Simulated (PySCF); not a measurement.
Method: M06-2X/def2-TZVP // PBE0-D3(BJ)/def2-TZVP in PySCF 2.14.0. Isolated molecules, 0 K electronic values unless said otherwise. One relaxed conformer stands for a flexible species; it need not be the lowest. Excitations are Tamm–Dancoff values on a coarser integration grid. The basis has no diffuse functions, so Rydberg states are missing or too high.

Reference species (SMILES): `Br[Si](Br)(Br)Br` (neutral, multiplicity 1).

| Item | Value |
|---|---|
| HOMO–LUMO gap | 9.08 eV |
| HOMO | -9.90 eV |
| brightest of the four lowest singlets (TDA) | 6.85 eV |

Changed species: `N[Si](N)(N)Br` (3 of 4 Br replaced by NH2; the reference has 0 of 4 Br replaced by NH2).

Problem. Predict the effect on the HOMO–LUMO gap, HOMO and brightest of the four lowest singlets (TDA).

Solution. the HOMO–LUMO gap rises by 1.03 eV, to 10.11 eV; the HOMO goes up by 1.08 eV, to -8.82 eV; the brightest of the four lowest singlets (TDA) increases by 0.36 eV, to 7.21 eV.
